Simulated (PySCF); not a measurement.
C₂H₆AlCl, charge -1, doublet, at a GFN2-xTB geometry (such geometries of metal compounds can be far from the true shape) (a state made from the parent by changing its charge; the spin is typed, not shown lowest), with bond 10-1 at 2.2 times its length; B3LYP/STO-3G (PySCF).

Here is a job for PySCF.
```python
from pyscf import gto, scf, dft

mol = gto.M(
    atom='''
Al    0.366959    0.428655    0.481648
C     1.956928   -0.657010   -0.326562
H     1.699182   -1.637459   -0.752958
H     2.724868   -0.854347    0.434322
H     2.469039   -0.109001   -1.130628
C    -0.552054   -0.901724    1.802776
H    -0.819631   -1.883132    1.384723
H    -1.482855   -0.494449    2.223290
H     0.096864   -1.110670    2.664672
Cl   -2.755163    0.762772   -3.158725
''',
    basis='sto-3g',
    charge=-1,
    spin=1,
    verbose=4,
)

mf = dft.UKS(mol)
mf.xc = 'b3lyp'
mf.kernel()
mo_i, mo_e, stable_i, stable_e = mf.stability(internal=True, external=False, return_status=True, nroots=6, tol=1e-6)
print('internally stable:', stable_i, ' externally stable:', stable_e)
if not stable_i:
    umf = mf.copy()
    umf.scf_summary = {}
    umf.kernel(umf.make_rdm1(mo_i, mf.mo_occ))
```

What the program printed (banner, timings and long lists left out):

```
PySCF version 2.14.0

[INPUT] verbose = 4
[INPUT] num. atoms = 10
[INPUT] num. electrons = 49
[INPUT] charge = -1
[INPUT] spin (= nelec alpha-beta = 2S) = 1
[INPUT] symmetry False subgroup None
[INPUT] Mole.unit = angstrom
[INPUT] Symbol           X                Y                Z      unit          X                Y                Z       unit  Magmom
[...]
nuclear repulsion = 138.301872850482
number of shells = 22
number of NR pGTOs = 102
number of NR cGTOs = 34
basis = sto-3g
ecp = {}

******** <class 'pyscf.dft.uks.UKS'> ********
method = UKS
initial guess = minao
damping factor = 0
level_shift factor = 0
DIIS = <class 'pyscf.scf.diis.CDIIS'>
diis_start_cycle = 1
diis_space = 8
diis_damp = 0
SCF conv_tol = 1e-09
SCF conv_tol_grad = None
SCF max_cycles = 50
direct_scf = True
direct_scf_tol = 1e-13
number electrons alpha = 25  beta = 24
XC library pyscf.dft.libxc version 7.1.2
    S. Lehtola, C. Steigemann, M. J. T. Oliveira, and M. A. L. Marques,  SoftwareX 7, 1–5 (2018)
XC functionals = b3lyp
    P. J. Stephens, F. J. Devlin, C. F. Chabalowski, and M. J. Frisch,  J. Phys. Chem. 98, 11623 (1994)
radial grids:
    Treutler-Ahlrichs [JCP 102, 346 (1995); DOI:10.1063/1.469408] (M4) radial grids

becke partition: Becke, JCP 88, 2547 (1988); DOI:10.1063/1.454033
pruning grids: <function nwchem_prune>
grids dens level: 3
symmetrized grids: False
atomic radii adjust function: <function treutler_atomic_radii_adjust>
small_rho_cutoff = 0
Set gradient conv threshold to 3.16228e-05
tot grids = 125144
init E= -772.645855250551

cycle= 1 E= -773.370075450496  delta_E= -0.724  |g|= 0.314  |ddm|= 2.47

cycle= 2 E= -773.191560303929  delta_E= 0.179  |g|= 0.338  |ddm|= 1.98
cycle= 3 E= -773.428371220067  delta_E= -0.237  |g|= 0.0951  |ddm|= 1.83
cycle= 4 E= -773.436206644822  delta_E= -0.00784  |g|= 0.03  |ddm|= 0.145
cycle= 5 E= -773.264560759346  delta_E= 0.172  |g|= 0.137  |ddm|= 1.81
cycle= 6 E= -773.268747462545  delta_E= -0.00419  |g|= 0.122  |ddm|= 0.05
cycle= 7 E= -773.437412266231  delta_E= -0.169  |g|= 0.02  |ddm|=  1.8
cycle= 8 E= -773.269160628359  delta_E= 0.168  |g|= 0.121  |ddm|=  1.8
cycle= 9 E= -773.269161066614  delta_E= -4.38e-07  |g|= 0.122  |ddm|= 0.0034
cycle= 10 E= -773.268133962692  delta_E= 0.00103  |g|= 0.125  |ddm|= 0.0645
cycle= 11 E= -773.268477916763  delta_E= -0.000344  |g|= 0.124  |ddm|= 0.0739
cycle= 12 E= -773.436254358988  delta_E= -0.168  |g|= 0.0336  |ddm|= 1.81
[...]
cycle= 24 E= -773.443775118869  delta_E= -8.54e-05  |g|= 0.000883  |ddm|= 0.0637
cycle= 25 E= -773.443697848452  delta_E= 7.73e-05  |g|= 0.00486  |ddm|= 0.0492
cycle= 26 E= -773.443689261292  delta_E= 8.59e-06  |g|= 0.0051  |ddm|= 0.0029
cycle= 27 E= -773.443771823179  delta_E= -8.26e-05  |g|= 0.00277  |ddm|= 0.036
cycle= 28 E= -773.443751289952  delta_E= 2.05e-05  |g|= 0.000838  |ddm|= 0.0691
cycle= 29 E= -773.443808072151  delta_E= -5.68e-05  |g|= 0.0022  |ddm|= 0.133
cycle= 30 E= -773.443695377748  delta_E= 0.000113  |g|= 0.00761  |ddm|= 0.187
cycle= 31 E= -773.443728835214  delta_E= -3.35e-05  |g|= 0.00358  |ddm|= 0.33
cycle= 32 E= -773.44374695227  delta_E= -1.81e-05  |g|= 0.00349  |ddm|= 0.0708
cycle= 33 E= -773.443839592815  delta_E= -9.26e-05  |g|= 0.00409  |ddm|= 0.247
cycle= 34 E= -773.44379048686  delta_E= 4.91e-05  |g|= 0.0055  |ddm|= 0.0178
cycle= 35 E= -773.443786917911  delta_E= 3.57e-06  |g|= 0.00208  |ddm|= 0.273
cycle= 36 E= -773.443883722531  delta_E= -9.68e-05  |g|= 0.00278  |ddm|= 0.147
cycle= 37 E= -773.443703051664  delta_E= 0.000181  |g|= 0.00884  |ddm|= 0.194
cycle= 38 E= -773.443893334253  delta_E= -0.00019  |g|= 0.00294  |ddm|= 0.18
cycle= 39 E= -773.44112979419  delta_E= 0.00276  |g|= 0.0287  |ddm|= 0.413
cycle= 40 E= -773.44251051355  delta_E= -0.00138  |g|= 0.0206  |ddm|= 0.113
cycle= 41 E= -773.443704208837  delta_E= -0.00119  |g|= 0.0095  |ddm|= 0.118
cycle= 42 E= -773.442422548479  delta_E= 0.00128  |g|= 0.0212  |ddm|= 0.206
cycle= 43 E= -773.442061895266  delta_E= 0.000361  |g|= 0.0235  |ddm|= 0.0557
cycle= 44 E= -773.443904151654  delta_E= -0.00184  |g|= 0.00623  |ddm|= 0.291
cycle= 45 E= -773.443998345909  delta_E= -9.42e-05  |g|= 0.00472  |ddm|= 0.0287
cycle= 46 E= -773.444101296331  delta_E= -0.000103  |g|= 0.00188  |ddm|= 0.0531
cycle= 47 E= -773.444125481149  delta_E= -2.42e-05  |g|= 0.00135  |ddm|= 0.0564
cycle= 48 E= -773.444108812998  delta_E= 1.67e-05  |g|= 0.00228  |ddm|= 0.0194
cycle= 49 E= -773.444142843155  delta_E= -3.4e-05  |g|= 0.0005  |ddm|= 0.0915
cycle= 50 E= -773.44414340679  delta_E= -5.64e-07  |g|= 0.000534  |ddm|= 0.0316
SCF not converged.
SCF energy = -773.44414340679 after 50 cycles  <S^2> = 0.75148084  2S+1 = 2.0014803
uhf_internal: lowest eigs of H = [0.00261273 0.00267115 0.21206095 0.24516803 0.24711661 0.25066581]
<class 'pyscf.dft.uks.UKS'> wavefunction is stable in the internal stability analysis
internally stable: True  externally stable: None
```

Convergence was not reached.
